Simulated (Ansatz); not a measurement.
Computed with Ansatz on PBE0-D4/def2-TZVP structures; ΔE is electronic, products minus reactants. CBS: MP2 limit from def2 TZ/QZ plus the TZ coupled-cluster correction, frozen cores. This one scheme is used for every species. Functionals use def2-TZVPP. Each species was taken in one conformer, which may not be the lowest.

`CNB(C)O` + `[AlH2][CH2][SiH3]` → `C[SiH2][CH2][AlH2]` + `CB(N)O`  (formal exchange of groups at a C–N bond)

`CNB(C)O`:

Z-matrix (Å, degrees):
```
C
N 1 1.440
H 1 1.095 2 112.1
H 1 1.095 2 112.1 3 121.7
H 1 1.092 2 110.7 3 -119.1
B 2 1.411 1 128.9 3 119.4
H 2 1.006 1 114.0 3 -60.7
O 6 1.377 2 122.5 1 -0.1
C 6 1.574 2 120.7 1 179.9
H 8 0.959 6 114.4 2 0.1
H 9 1.094 6 110.5 2 122.7
H 9 1.093 6 113.7 2 1.2
H 9 1.094 6 110.4 2 -120.1
```

`[AlH2][CH2][SiH3]`:

Z-matrix (Å, degrees):
```
C
Si 1 1.866
Al 1 1.948 2 113.8
H 1 1.096 2 107.7 3 121.8
H 1 1.096 2 107.7 3 -121.7
H 2 1.489 1 112.7 3 180.0
H 2 1.490 1 110.3 3 59.2
H 2 1.490 1 110.3 3 -59.3
H 3 1.587 1 119.9 2 89.7
H 3 1.587 1 119.9 2 -89.6
```

`C[SiH2][CH2][AlH2]`:

Z-matrix (Å, degrees):
```
C
Si 1 1.872
H 1 1.093 2 110.7
H 1 1.093 2 111.3 3 119.8
H 1 1.092 2 111.0 3 -119.8
C 2 1.870 1 111.0 3 -61.8
H 2 1.496 1 108.8 3 178.0
H 2 1.491 1 109.5 3 61.8
Al 6 1.945 2 112.1 1 -73.2
H 6 1.096 2 107.4 1 48.7
H 6 1.095 2 108.8 1 165.6
H 9 1.588 6 120.3 2 -102.5
H 9 1.590 6 120.0 2 75.7
```

`CB(N)O`:

Cartesian coordinates in Å:
```
C 0.671 0.489 -0.871
B -0.332 -0.042 0.227
N 0.006 -1.085 1.103
O -1.592 0.498 0.376
H 0.880 1.555 -0.727
H 1.629 -0.034 -0.873
H 0.242 0.388 -1.874
H -0.630 -1.424 1.803
H 0.894 -1.550 1.084
H -1.767 1.204 -0.247
```

```json
{"level": "ωB97M-V", "ΔE (eV)": "-0.88"}
{"level": "PBE0", "ΔE (eV)": "-0.84"}
```

(1) What does CCSD(T)/CBS give? (Estimate.)

Largest T1 diagnostic among the species: 0.011.

Answers

(1) Computed: -0.86 eV. The listed levels differ from it by -0.02, 0.02 eV.

In def2-TZVPP, CCSD(T) changes the Hartree–Fock value by −0.05 eV (the triples alone add −0.00 eV) and MP2 by −0.11 eV.
